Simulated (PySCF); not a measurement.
From computed data to an observable: oscillator strength and radiative lifetime

silylarsine (AsH5Si), SMILES [SiH3][AsH2].

Geometry optimised at PBE0-D3(BJ)/def2-TZVP.

TDA-PBE0/def2-SVPD run with PySCF puts the first singlet state with f over 0.02 at 6.41 eV (vertical), with the transition dipole (-0.364, -0.494, 0.000) in atomic units.

Q: Find the oscillator strength, the wavelength and the radiative lifetime that this transition would have in vacuum if emission retraced absorption.

A: 
|μ|² = 0.3765 au, so |μ| = 1.56 D. ΔE = 6.41/27.211 = 0.2356 hartree. f = (2/3) ΔE |μ|² = 0.059 (the program prints 0.059).
λ = 1239.84/6.41 = 193 nm; ν = 51700 cm⁻¹.
Einstein's coefficient A = 0.6670 ν² f s⁻¹ (ν in cm⁻¹) = 1.1e8 s⁻¹, so τ = 1/A = 9.5 ns. This state is S1. The figure is the radiative limit of this one transition; relaxation, internal conversion, crossing to triplets and a medium change what is measured.
